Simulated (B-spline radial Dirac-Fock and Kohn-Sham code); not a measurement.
## Dipole and non-dipole photoemission parameters of Ar 2p3/2

System: the free argon atom, configuration [Ne] 3s2 3p6; threshold 248.4 eV (tabulated edge). Calculated with an atomic code on a B-spline grid, using Dirac-Hartree-Slater photoionisation with a Latter tail; cross sections with all multipoles, angular parameters from the dipole term and its interference with E2.

Input file task.json (cfg lists n, l and occupation; rrms is the nuclear radius in fm):

```json
{"items": [{
  "Z": 18,
  "q": 0,
  "cfg": [[1, 0, 2], [2, 0, 2], [2, 1, 6], [3, 0, 2], [3, 1, 6]],
  "A": 40,
  "rrms": 3.4274,
  "do": "xps",
  "hv": [50.5, 78.2, 102.0, 103.0, 113.0, 122.0, 142.0, 152.0, 159.0, 168.0, 176.0, 200, 208.0, 214.0, 298.0, 300, 593.0, 700.0, 800, 1000, 2000, 3170.0, 4000, 9251.7, 9430.0, 9930.0, 11300.0, 13900.0, 15000],
  "edges": {"K": 3205.9, "L1": 326.3, "L2": 250.6, "L3": 248.4}
}]}
```

Launch: `python xray2_run.py task.json out`

For linearly polarised light dσ/dΩ = σ/(4π) [1 + β P₂(cos θ) + (δ + γ cos²θ) sin θ cos φ], with θ from the polarisation vector and φ the angle between the beam and the projection of the electron momentum on the plane normal to the polarisation.

| hν (eV) | σ (kb) | β | γ | δ |
| --- | --- | --- | --- | --- |
| 298 | 1880 | 0.979 | -0.051 | 0.010 |
| 300 | 1860 | 0.996 | -0.050 | 0.010 |
| 593 | 384 | 1.479 | 0.170 | 0.019 |
| 700 | 246 | 1.472 | 0.239 | 0.021 |
| 800 | 170 | 1.454 | 0.295 | 0.024 |
| 1000 | 90.2 | 1.404 | 0.390 | 0.029 |
| 2000 | 10.9 | 1.140 | 0.670 | 0.062 |
| 3170 | ? | ? | ? | ? |
| 4000 | 1.11 | 0.807 | 0.909 | 0.129 |
| 9251.7 | 0.0568 | 0.437 | 1.136 | 0.272 |
| 9430 | 0.0529 | 0.430 | 1.141 | 0.276 |
| 9930 | 0.0437 | 0.410 | 1.154 | 0.287 |
| 11300 | 0.0271 | 0.364 | 1.185 | 0.317 |
| 13900 | 0.0125 | 0.294 | 1.237 | 0.369 |
| 15000 | 0.00936 | 0.269 | 1.256 | 0.390 |

Question: Give the values at 3170 eV.

Answer: σ = 2.44 kb, β = 0.920, γ = 0.835, δ = 0.102.
